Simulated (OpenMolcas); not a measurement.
An atom or ion with 21 electrons was computed by SS-CASPT2, IPEA 0.25 Eh, imaginary shift 0.1 Eh with spin-orbit coupling (OpenMolcas, ANO-RCC-VQZP, DKH2). The lowest levels that the run gave, each within 12 % of the measured value where one is at hand:

| J | Parity | E (eV) | g |
| --- | --- | --- | --- |
| 3/2 | even | 0.0000 | 0.399 |
| 5/2 | even | 0.0649 | 1.029 |
| 7/2 | even | 0.1521 | 1.238 |
| 9/2 | even | 0.259 | 1.334 |
| 1/2 | even | 2.411 | 2.651 |
| 3/2 | even | 2.435 | 1.724 |
| 5/2 | even | 2.517 | 1.600 |
| 7/2 | even | 2.582 | 0.889 |
| 9/2 | even | 2.673 | 1.109 |
| 3/2 | even | 3.319 | 1.164 |
| 1/2 | even | 3.337 | 0.685 |
| 9/2 | even | 3.618 | 0.912 |

Which ion is it, and what are the configurations and terms?

Fe5+ (Z = 26, charge +5; active space 3 electrons in 10 orbitals (3d 4d)). J, parity and g give the terms where levels are pure, and mixed ones are named by the computed weights; the size of the splittings, set against known spectra of the 21-electron sequence, gives the charge. In order, with the measured energies in eV (Corliss and Sugar, J. Phys. Chem. Ref. Data 11, 135 (1982)): 3d3 4F 3/2, 3d3 4F 5/2 (0.0634), 3d3 4F 7/2 (0.1473), 3d3 4F 9/2 (0.2480), 3d3 4P 1/2 (2.3233), 3d3 4P 3/2 (2.3485), 3d3 4P 5/2 (2.4314), 3d3 2G 7/2 (2.5561), 3d3 2G 9/2 (2.6427), 3d3 2P 3/2 [64 %] (3.2502), 3d3 2P 1/2 (3.2850), 3d3 2H 9/2 (3.5614).

CASPT2 does not keep the components of a term degenerate, so their means are used; among the terms shown or strongly mixed into the levels shown the widest spread is 550 cm-1 (3d3 4F). Active for correlation alone: 4d; no level in the range computed is led by a configuration that fills it, so any true level of that kind is missing. Computed and measured levels are paired by configuration, term and J; levels that our copy of the source lacks, or whose pairing is in doubt (as where it misses far off the trend of its configuration), stay unpaired and out of the deviations. Only configurations of the active space appear.

A share in square brackets marks a mixed level and gives the weight of the term that names it.
